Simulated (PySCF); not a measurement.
**Working out the excitation energy of Ne²⁺**

Ne²⁺ [He] 2s2 2p4 (3P) → Ne²⁺ [He] 2s2 2p3 3s1 (5S). Calculation: PySCF 2.14, in aug-cc-pVDZ-DK (4s3p2d, 23 functions); the spin-free X2C one-electron Hamiltonian (Gaussian nucleus). Frozen: 1s2. Energies in hartree (1 hartree = 27.21139 eV):

| part | Ne²⁺ (lower) | Ne²⁺ (upper) |
| --- | --- | --- |
| UHF | -126.459842 | -125.090333 |
| CCSD correlation | -0.111051 | -0.095806 |
| (T) | -0.000866 | -0.000676 |

Q: What does Hartree-Fock give?

A: (-125.090333) − (-126.459842) = 1.369509 hartree = 37.266 eV.

Q: What do CCSD and CCSD(T) give?

A: The CCSD correlation energies differ by 0.015245 hartree = 0.415 eV and the triples by 0.000190 hartree = 0.005 eV, so CCSD gives 37.681 eV and CCSD(T) 37.686 eV.

A double-zeta basis recovers only part of the correlation energy.
